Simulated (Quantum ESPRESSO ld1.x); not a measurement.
Problem. Br16+, 19 electrons, occupied as [Ar] 3d1. Method: Dirac Kohn-Sham, relativistic LDA (MacDonald-Vosko exchange, VWN5 correlation), spin-unpolarised, spherical densities, point nucleus; open shells are shared between the two j in proportion to 2j + 1; computed with ld1.x of Quantum ESPRESSO 7.5.

Spin-orbit splittings of the eigenvalues, e(l+1/2) - e(l-1/2), with zeta = 2 splitting/(2l+1) and mean radii in bohr:

shell  occ.  splitting (eV)  zeta (eV)  <r> j=l-1/2  <r> j=l+1/2
2p        6           47.41      31.60       0.1622       0.1660
3p        6           9.291      6.194       0.4863       0.4931
3d        1               ?          ?       0.4508       0.4528

Estimate the 3d splitting.

Solution. 1.837 eV (zeta = 0.7346 eV).
